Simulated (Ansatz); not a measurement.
Ansatz results at the PBE0-D4/def2-TZVP geometry: LUMO energy (ωB97M-V/def2-TZVPP) 0.95 eV; HOMO–LUMO gap (ωB97M-V/def2-TZVPP) 10.72 eV; LUMO energy (PBE/def2-TZVPP) -2.28 eV.

Each molecule was computed in one conformer, which needn't be the lowest.

Question: Which molecule gave them?
A. `O=CSS`
B. `[OH][GeH2][SiH2]S`
C. `[OH][Ge@@H]1[CH2][C@@H]1Cl`
D. `OC(=S)S`

Answer: A. The others give `OC(=S)S`: 0.54, 9.74, -2.45; `[OH][GeH2][SiH2]S`: 1.03, 10.46, -1.55; `[OH][Ge@@H]1[CH2][C@@H]1Cl`: 1.75, 10.52, -1.09.
